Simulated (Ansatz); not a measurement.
# How methods differ on HBr (hydrogen bromide)

HBr: 2 atoms, total charge 0, spin state singlet. SMILES: `Br`. The shape was relaxed beforehand at PBE0/def2-SVP.

```xyz
2

Br   -0.6038    0.2182   -0.3053
H     0.6038   -0.2182    0.3053
```

Quantity: the dissociation energy of the H2–Br1 bond into doublet H and doublet Br (shapes relaxed at PBE0/def2-SVP, no zero-point term), in eV. The values are calculated.

```json
{"level": "HF/def2-TZVPP", "kind": "Hartree–Fock", "program": "Ansatz", "value (eV)": "2.82", "CPU time (all runs)": "0.48 s"}
{"level": "SVWN5/def2-TZVPP", "kind": "LDA", "program": "Ansatz", "value (eV)": "4.62", "CPU time (all runs)": "1.1 s"}
{"level": "BLYP/def2-TZVPP", "kind": "GGA", "program": "Ansatz", "value (eV)": "3.97", "CPU time (all runs)": "1.5 s"}
{"level": "PBE/def2-TZVPP", "kind": "GGA", "program": "Ansatz", "value (eV)": "4.03", "CPU time (all runs)": "1.4 s"}
{"level": "r2SCAN/def2-TZVPP", "kind": "meta-GGA", "program": "Ansatz", "value (eV)": "4.05", "CPU time (all runs)": "6.1 s"}
{"level": "PBE0-D4/def2-TZVPP", "kind": "global hybrid", "program": "Ansatz", "value (eV)": "3.98", "CPU time (all runs)": "1.2 s"}
{"level": "wB97M-V/def2-TZVPP", "kind": "range-separated hybrid", "program": "Ansatz", "value (eV)": "4.00", "CPU time (all runs)": "4.5 s"}
{"level": "B2PLYP/def2-TZVPP", "kind": "double hybrid", "program": "Ansatz", "value (eV)": "3.98", "CPU time (all runs)": "1.7 s"}
{"level": "RPA@PBE/def2-TZVPP", "kind": "RPA", "program": "Ansatz", "value (eV)": "3.74", "CPU time (all runs)": "2 s"}
```

All-electron rows without a relativistic Hamiltonian named are non-relativistic. Spin-orbit coupling is left out. The values span 2.82 to 4.62 eV. Hartree–Fock misses the correlation of the electron pair that is broken and comes out low. Measured bond enthalpies also hold zero-point and thermal terms, a few tenths of an eV less. CPU times are rough (shared hosts, several kinds of processor and program).
